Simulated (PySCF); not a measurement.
**A survey of $^{29}$Si NMR shifts**

Computed data (PySCF): GFN2-xTB structure, GIAO PBE0/pcSseg-1 shieldings. Relativity neglected, no solvent, single conformer, fast rotation and ring inversion assumed for equivalent nuclei.

Shieldings were converted by a linear fit to measured shifts: $^{29}$Si (scatter 8.9 ppm rms, 25.8 ppm with the 6 outliers that the fit left out vs TMS, solution or neat liquid). Occasional misses reach two or three times the rms, and more in compound classes unlike the fitted ones.

Give the $^{29}$Si shifts of `C=CC[Si@@H](Cl)/N=C/C=N/C`, `C[SiH2][SiH2]C(C)C`, `C[SiH2][SiH2]C(C)C`, `CC[C@H]([SiH3])[SiH2]C`, `C=CN(C)[SiH](P)P`, `O=CO/C([SiH3])=C\C(F)(F)F`, `COC(=O)c1ccc([SiH3])nn1`.

Answers


| compound | environment | δ (ppm) |
| --- | --- | --- |
| C=CC[Si@@H](Cl)/N=C/C=N/C | silicon bonded to C, Cl, N, H | -15.7 |
| [CH3:1][SiH2:2][SiH2:3][CH:4]([CH3:5])[CH3:6] | Si3: silicon bonded to C, Si, 2 H | -55.9 |
| [CH3:1][SiH2:2][SiH2:3][CH:4]([CH3:5])[CH3:6] | Si2: silicon bonded to C, Si, 2 H | -75.2 |
| [CH3:1][SiH2:2][SiH2:3][CH:4]([CH3:5])[CH3:6] | Si3: silicon bonded to C, Si, 2 H | -55.9 |
| [CH3:1][SiH2:2][SiH2:3][CH:4]([CH3:5])[CH3:6] | Si2: silicon bonded to C, Si, 2 H | -75.2 |
| [CH3:1][CH2:2][C@H:3]([SiH3:4])[SiH2:5][CH3:6] | Si5: silicon bonded to 2 C, 2 H | -44.8 |
| [CH3:1][CH2:2][C@H:3]([SiH3:4])[SiH2:5][CH3:6] | Si4: silicon bonded to C, 3 H | -61.2 |
| C=CN(C)[SiH](P)P | silicon bonded to N, 2 P, H | -7.9 |
| O=CO/C([SiH3])=C\C(F)(F)F | silicon bonded to C, 3 H | -70.9 |
| COC(=O)c1ccc([SiH3])nn1 | silicon bonded to C, 3 H | -64.2 |
